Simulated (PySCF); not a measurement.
# One molecule, several mistakes: AlBCH6Si

Calculated results; nothing here was measured. They come from PySCF 2.14.0, an open-source quantum chemistry program, on an isolated molecule that a program drew, which may never have been made. The molecule is AlBCH6Si (charge 0, singlet), drawn as the SMILES string `B[SiH]=[CH][AlH2]`.

Each row is a Hartree-Fock (HF) and frozen-core CCSD(T) single point in the cc-pV(D+d)Z basis, meant for a local HF minimum. Run 1 is clean. Each other run has one planted mistake out of seven kinds, and not every kind appears here: one electron removed, one electron added, multiplicity raised by two, geometry at a saddle point, minimal basis STO-3G, one bond length entered in bohr, all coordinates scaled. The reference is restricted for singlets and unrestricted otherwise, and also for a bond in bohr. Adding or removing an electron swaps singlet and doublet. Electrons count all cores. HOMO and LUMO are orbital energies over both spins, the gradient is its largest component, and the lowest frequency (negative if imaginary) is given only where the gradient is small. Bond lengths are over the 9 bonds as drawn. T1 is the CCSD diagnostic: over 0.02 (restricted) or 0.045 (unrestricted) a single reference is doubtful.

Geometry of the clean run:
```xyz
10
AlBCH6Si, angstrom
B    -2.7561    0.0803   -0.1409
Si   -0.9886    1.0690   -0.1933
C     0.3607    0.5517   -1.1146
Al    2.0503    1.4770   -1.1791
H    -2.8809   -0.9225   -0.7832
H    -3.6829    0.4664    0.5128
H    -0.8753    2.3020    0.6137
H     0.2155   -0.3637   -1.6883
H     2.2378    2.8053   -0.3368
H     3.2507    0.9330   -2.0577
```

```
run,electrons,basis functions,<S^2>,HOMO (eV),LUMO (eV),gradient (hartree/bohr),lowest frequency (cm^-1),mean bond (Å),longest bond (Å),T1,HF (hartree),CCSD(T) (hartree),mistake
1,44,104,0.000,-8.73,0.03,1.4e-05,83,1.5332,2.026,0.0166,-596.81834,-597.27157,no fault
2,44,104,0.000,-8.09,-0.03,4.7e-02,-,1.6773,2.216,0.0186,-596.75473,-597.22462,all coordinates scaled
3,44,34,0.000,-5.33,5.21,3.8e-02,-,1.5332,2.026,0.0145,-589.76378,-590.00810,minimal basis STO-3G
4,44,104,1.213,-8.44,0.84,1.1e-02,-,1.7334,3.828,0.0465,-596.71776,-597.14195,one bond length entered in bohr
5,43,104,0.755,-15.40,-6.63,4.4e-02,-,1.5332,2.026,0.0126,-596.54794,-596.94686,one electron removed
6,44,104,2.019,-6.90,-0.71,1.1e-01,-,1.5332,2.026,0.0151,-596.77520,-597.19449,?
```

**Which mistake was planted in run 6, and what did it cost?**

Electrons, basis and geometry are unchanged, and <S^2> is 2.019, beside S(S+1) = 2.00 for a multiplicity of 3. So the mistake is: multiplicity raised by two. Subtracting run 1 and multiplying by 627.51 kcal/mol a hartree, the energy moved by 27.1 kcal/mol in HF and 48.4 kcal/mol in CCSD(T).

Cautions from the logs. Run 4: T1 is over the limit, so its CCSD(T) energy is less reliable.
